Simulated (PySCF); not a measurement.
C₅H₅FSi, SMILES C#C[Si](C)(F)C#C. Atoms are numbered in the order given.

```xyz
12

C     -0.2102    -1.4011     2.4913
C     -0.0807    -0.7200     1.4948
Si     0.0788     0.3297     0.0000
C     -1.1581     1.7079     0.0000
F      1.5810     0.9594     0.0000
C     -0.0807    -0.7200    -1.4948
C     -0.2102    -1.4011    -2.4913
H     -0.3211    -2.0085     3.3744
H     -1.0349     2.3371     0.8952
H     -1.0349     2.3371    -0.8952
H     -2.1807     1.2985     0.0000
H     -0.3211    -2.0085    -3.3744
```
Charge 0, spin multiplicity 1.

Geometry optimised at ωB97X-D3(BJ)/def2-SVP.

Calculation: TDDFT-PBE/def2-SVPD (PySCF 2.14.0).

Vertical excitations.  State labels are in the subgroup Cs.

Computed excitation energies, oscillator strengths and character:
```
state  symmetry  energy (eV)  λ (nm)      f                                                                    main pairs
-----  --------  -----------  ------  -----  ----------------------------------------------------------------------------
S1           A"         5.38     230  0.003                                              HOMO→LUMO 76 %, HOMO−1→LUMO 21 %
S2           A'         5.50     225  0.001                                                              HOMO−2→LUMO 96 %
S3           A"         5.62     220  0.012                            HOMO−1→LUMO 60 %, HOMO→LUMO+1 25 %, HOMO→LUMO 10 %
S4           A"         5.86     212  0.005                                          HOMO−1→LUMO+1 64 %, HOMO→LUMO+1 32 %
S5           A'         5.88     211  0.001                                          HOMO−3→LUMO 64 %, HOMO−2→LUMO+1 33 %
S6           A'         6.12     202  0.010                                        HOMO−3→LUMO+1 59 %, HOMO−2→LUMO+1 25 %
S7           A"         6.27     198  0.114     HOMO−2→LUMO+2 30 %, HOMO→LUMO+1 27 %, HOMO−1→LUMO+1 22 %, HOMO−1→LUMO 9 %
S8           A'         6.29     197  0.024  HOMO−3→LUMO+1 37 %, HOMO−2→LUMO+1 24 %, HOMO−3→LUMO 11 %, HOMO−1→LUMO+2 10 %
S9           A'         6.63     187  0.001                                          HOMO→LUMO+2 78 %, HOMO−1→LUMO+2 13 %
S10          A'         6.72     185  0.001                                                              HOMO−4→LUMO 89 %
T1           A"         4.69     264      0                            HOMO→LUMO 45 %, HOMO−1→LUMO 29 %, HOMO→LUMO+1 13 %
T2           A'         4.89     254      0     HOMO−3→LUMO 42 %, HOMO−2→LUMO+1 20 %, HOMO−2→LUMO 15 %, HOMO−1→LUMO+2 9 %
T3           A"         5.04     246      0                          HOMO−1→LUMO 44 %, HOMO→LUMO 34 %, HOMO−1→LUMO+1 12 %
T4           A"         5.13     241      0         HOMO→LUMO+1 52 %, HOMO−1→LUMO+1 19 %, HOMO−1→LUMO 11 %, HOMO→LUMO 9 %
```
Triplets are in the Tamm–Dancoff approximation, which puts them higher than full response would, so one can lie above its singlet here.
